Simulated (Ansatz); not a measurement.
`C[SiH2][GaH2]` + H₂S → `S[SiH2][GaH2]` + CH₄  (ligand exchange at the Si–C bond)

Gas-phase electronic energies from Ansatz, PBE0-D4/def2-TZVP geometries. CBS: MP2 limit from def2 TZ/QZ plus the TZ coupled-cluster correction, frozen cores. This one scheme is used for every species. Functionals use def2-TZVPP. For Ga outer-core shells are correlated without core-valence functions, which leaves a few kJ/mol of doubt a bond. Scalar relativity is left out up to krypton. Each species was taken in one conformer, which may not be the lowest.

**Question.** Is it downhill or uphill in electronic energy at CCSD(T)/CBS, and by how much? (An estimate is asked.)

**Answer.** The calculation gave: Downhill: ΔE = -67.2 kJ/mol.

**Question.** What do these levels give: BHLYP-D4, PBE-QIDH, CAM-B3LYP, MP2/def2-TZVPP, SCS-MP2/def2-TZVPP, HF/CBS(def2)? (Best estimate.)

**Answer.** Ansatz gave: BHLYP-D4 -69.6, PBE-QIDH -68.5, CAM-B3LYP -62.9, MP2/def2-TZVPP -68.7, SCS-MP2/def2-TZVPP -66.3, HF/CBS(def2) -64.4 kJ/mol.

Largest T1 diagnostic among the species: 0.013.

At CCSD(T), def2-SVP lies +4.4 kJ/mol from the extrapolated value and def2-TZVPP +3.4 kJ/mol. Leaving LDA and LC-ωPBE aside and taking each functional with its dispersion term where it has one, the values, not all of them listed here, spread over 7.2 kJ/mol, from r2SCAN-D4 to CAM-B3LYP-D4. LDA lies +3.2 kJ/mol from PBE without D4.
